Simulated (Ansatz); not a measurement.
`[CH3][Ge]([F])([F])[F]` + H₂S → `[F][Ge]([F])([F])[SH]` + CH₄ at 298.15 K and 1 bar (ligand exchange at a Ge–C bond).

Calculated with Ansatz (gas phase, PBE0-D4/def2-TZVP geometries, no zero-point term in ΔE). CCSD(T)/CBS is the MP2 limit (def2-TZVPP, def2-QZVPP) plus CCSD(T) − MP2 in def2-TZVPP, frozen cores. This one scheme is used for every species. For Ge outer-core shells are correlated without core-valence functions, which leaves a few kJ/mol of doubt a bond. Scalar relativity is left out up to krypton. Each species was taken in one conformer, which may not be the lowest.

```tsv
species	CCSD(T)/CBS energy (Eh)	H − E (kJ/mol)	S (J/(mol·K))
`[CH3][Ge]([F])([F])[F]`	-2415.48494	136.1	337.5
H₂S	-398.97279	49.9	205.7
`[F][Ge]([F])([F])[SH]`	-2774.00787	64.6	354.2
CH₄	-40.46206	127.4	186.2
```

H − E and S are ideal-gas, rigid-rotor, harmonic terms from PBE0-D4/def2-TZVP, for one conformer and one mirror image of each species. 1 Eh = 2625.50 kJ/mol, R = 8.31446 J/(mol·K).

Q: By hand: ΔE, ΔH, ΔS and ΔG.

A: ΔE = (-2774.00787) + (-40.46206) − (-2415.48494) − (-398.97279) = -0.01220 Eh = -32.0 kJ/mol. Δ(H − E) = 64.6 + 127.4 − 136.1 − 49.9 = 6.0, so ΔH = -26.0 kJ/mol. ΔS = 354.2 + 186.2 − 337.5 − 205.7 = -2.8 J/(mol·K). ΔG = -26.0 − 298.15 × (-2.8)/1000 = -25.2 kJ/mol.

Q: By hand: the equilibrium constant, and the temperature at which ΔG would vanish if ΔH and ΔS stayed fixed.

A: log₁₀ K = −ΔG/(RT ln 10) = 4.4. ΔG = 0 at ΔH/ΔS = 9286 K, far beyond where these terms or the molecules hold.

The number of gas molecules stays the same, so ΔS is small and ΔH decides. A doubt of 5 kJ/mol in ΔE shifts log₁₀ K by 0.9 here. Other conformers and mirror images would add mixing entropy, several J/(mol·K) or more a flexible species. These are equilibria of isolated gas molecules and say nothing of rates. Largest T1 diagnostic: 0.012 (customary marks: 0.02 for closed shells, 0.045 for open ones).
